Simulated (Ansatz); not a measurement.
# Relaxing a trial structure of H7N2SiSn+

The starting geometry of this gas-phase singlet was optimised with GFN2-xTB.

```xyz
11

N    -1.5859    2.7313   -1.7128
N    -0.1210    0.1121    2.6060
Si   -0.8652    2.1525   -0.2970
Sn   -2.2026    0.5922    1.4216
H    -1.1045    3.2368   -2.4448
H    -2.5508    2.5734   -1.9647
H     0.5131    2.6214   -0.5471
H    -1.6082   -0.6363    0.2279
H     0.6401   -0.1124    1.9702
H     0.2162    0.8272    3.2455
H    -0.2795   -0.7258    3.1610
```

**Question.** Predict what becomes of its bonds when it is optimised with PBE0-D3(BJ)/def2-SVP.

**Answer.** A new bond forms, giving a structure with H8 bridging Si3 and Sn4, given below by its coordinates. Distances that change by over a tenth: Sn4–H8 (1.81 → 2.01 Å). Contacts that close: Si3–H8 (2.93 → 1.77 Å).

The energy falls by 0.24 eV over 28 steps:

```tsv
step	E − E(last) (eV)
1	0.235
4	0.158
7	0.153
10	0.142
13	0.077
16	0.007
19	0.000
22	0.000
25	0.000
28	0.000
```

Final geometry (Å):

| atom | x (Å) | y (Å) | z (Å) |
| --- | --- | --- | --- |
| N | -1.5959 | 2.6135 | -1.5957 |
| N | -0.1610 | 0.2297 | 2.4834 |
| Si | -1.0315 | 1.8772 | -0.1878 |
| Sn | -2.3322 | 0.4848 | 1.5205 |
| H | -1.0079 | 2.7891 | -2.4053 |
| H | -2.5614 | 2.8843 | -1.7483 |
| H | 0.4642 | 1.8405 | -0.2076 |
| H | -1.2753 | 0.1210 | -0.1518 |
| H | 0.6180 | 0.4088 | 1.8429 |
| H | -0.0262 | 0.8497 | 3.2870 |
| H | -0.0392 | -0.7263 | 2.8284 |

Frequencies at the end are all real (lowest 85 cm⁻¹). Atoms past krypton carry core potentials, without spin–orbit terms. Run with Ansatz 0.2.0, 48 s on 2 threads of Intel(R) Xeon(R) 6975P-C (Granite Rapids), on a shared host.
